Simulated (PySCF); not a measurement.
Computed Raman spectrum (relative Raman activity) of a molecule C₂H₈N₂Si. Geometry optimised at r2SCAN-D4/def2-SVP. The values are those of a single conformer. Calculation: r2SCAN-D4/def2-SVP run with PySCF 2.14.0. Frequencies are harmonic and unscaled.

Lines under 2 % of the strongest are left out, and lines within 2 cm⁻¹ are merged.

ν (cm⁻¹): 78 (vw), 143 (vw), 526 (vw), 640 (vw), 729 (vw), 824 (vw), 876 (vw), 886 (vw), 938 (vw), 1267 (vw), 1405 (w), 1534 (vw), 1538 (vw), 1659 (w), 2201 (s), 3100 (m), 3117 (vs), 3198 (s), 3578 (s), 3585 (s), 3683 (m), 3689 (s) (against the strongest line: vs over 80 %, s over 45 %, m over 15 %, w over 4 %, vw less)

### Question
Which structure fits?
A) C/N=C/[SiH2]N
B) N[SiH]1CNC1
C) CN(C)[Si]N
D) C=C[SiH](N)N

### Answer
D, C=C[SiH](N)N
